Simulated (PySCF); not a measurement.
These 2 structures share the formula C2H7NOSi2. Computed with PBE0-D3(BJ)/def2-SVP geometry optimisation, gas phase in PySCF. Energies are electronic, without zero-point or thermal terms, for one conformer each. No frequencies were run at this level. Point groups hold within 0.08 Å.

Question: Order them by energy at this level, lowest first, and give relative energies in kcal/mol.
A. `[CH3:1][O:2][SiH2:3][SiH2:4][C:5]#[N:6]` with C1–O2–Si3–Si4 179°, O2–Si3–Si4–C5 178°
B. `[CH:1]#[C:2][Si@H:3]([OH:4])[SiH2:5][NH2:6]` with C2–Si3–O4–H 53°, C2–Si3–Si5–N6 -67°, Si3–Si5–N6–H 166° and -54°

Answer: A (0.0), B (5.1).

As drawn, the lower has a C≡N group, which the higher lacks; the higher has a C≡C bond, an O–H bond and an N–H bond, which the lower lacks.

```csv
SMILES,E (Eh),E rel (kcal/mol),dipole (D),point group,"A, B, C (MHz)"
CO[SiH2][SiH2]C#N,-788.57061,0.0,4.24,–,"7842, 889.7, 818.8"
C#C[Si@H](O)[SiH2]N,-788.56255,5.1,1.38,C1,"2790, 1519, 1089"
```

Question: How do the relative energies change in single points at B3LYP/pcSseg-1 (no added dispersion term) on the same geometries?

Answer: 
```json
{"SMILES": "CO[SiH2][SiH2]C#N", "PBE0-D3(BJ)/def2-SVP (kcal/mol)": "0.0", "B3LYP/pcSseg-1 (kcal/mol)": "0.0", "shift": "0.0"}
{"SMILES": "C#C[Si@H](O)[SiH2]N", "PBE0-D3(BJ)/def2-SVP (kcal/mol)": "5.1", "B3LYP/pcSseg-1 (kcal/mol)": "5.9", "shift": "+0.8"}
```

Each column counts from its own lowest isomer. The order is unchanged; the largest shift is 0.8 kcal/mol.

Question: As an exercise, what shares would exp(−E/RT) give at 2000 K from these electronic energies alone (no entropy, no degeneracies)?

Answer: RT = 3.974 kcal/mol: CO[SiH2][SiH2]C#N 78.1 %, C#C[Si@H](O)[SiH2]N 21.9 %.
